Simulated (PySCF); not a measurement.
C₂H₂N, SMILES N#C[CH2-], charge -1. Atoms are numbered in the order given.

```xyz
5

C     -1.2016     0.0882     0.0000
C      0.1803    -0.0014     0.0000
N      1.3624    -0.0117     0.0000
H     -1.7044    -0.2195    -0.9151
H     -1.7044    -0.2195     0.9151
```
Charge -1, spin multiplicity 1.

Geometry: r2SCAN-D4/def2-TZVPD.

Two levels are set side by side: PBE/pcSseg-2 (PySCF) and KT2/pcSseg-2 (PySCF). GIAO shifts against NH3 (¹⁵N), TMS (¹H), TMS (¹³C) at the same level; non-relativistic, no solvent, atoms listed together averaged. Differences are taken from unrounded values.

| quantity | KT2 |
|---|---|
| δ(¹³C) of C1 (ppm) | -23.4 |
| δ(¹³C) of C2 (ppm) | 143.7 |
| δ(¹⁵N) of N3 (ppm) | 243.3 |
| δ(¹H) of H4, H5 (ppm) | -0.45 |

Q: What does PBE give, and how far is it from KT2? (The exact figures need the calculation; the answer reports its results.)

A: 
```
quantity                 PBE  PBE minus KT2
---------------------  -----  -------------
δ(¹³C) of C1 (ppm)     -23.1            0.3
δ(¹³C) of C2 (ppm)     151.4            7.7
δ(¹⁵N) of N3 (ppm)     258.7           15.4
δ(¹H) of H4, H5 (ppm)  -0.53          -0.08
```

Rough cost on one machine, each run with all the roots and properties that it gave: KT2 against PBE within a factor of 2.
